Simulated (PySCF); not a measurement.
CF₃, SMILES [C+](F)(F)F, charge +1. Atoms are numbered in the order given.

```xyz
4

C      0.0000     0.0000     0.0000
F      1.2357     0.0000     0.0000
F     -0.6178     1.0701     0.0000
F     -0.6178    -1.0701     0.0000
```
Charge +1, spin multiplicity 1.

Coordinates come from a B3LYP-D3(BJ)/def2-TZVP optimisation.

Computed with PBE/def2-TZVPD (PySCF).

Symmetry labels are those of the subgroup C2v that the program uses (full group D3h).

Computed valence orbital energies around the gap with their symmetry:
```csv
orbital,symmetry,energy (eV)
HOMO−7,A1,-25.01
HOMO−6,B1,-25.01
HOMO−5,B2,-24.10
HOMO−4,B1,-20.90
HOMO−3,A1,-20.90
HOMO−2,B2,-20.66
HOMO−1,A2,-20.66
HOMO,B1,-19.45
LUMO,B2,-11.67
LUMO+1,A1,-7.81
LUMO+2,A1,-3.67
LUMO+3,B1,-3.67
```
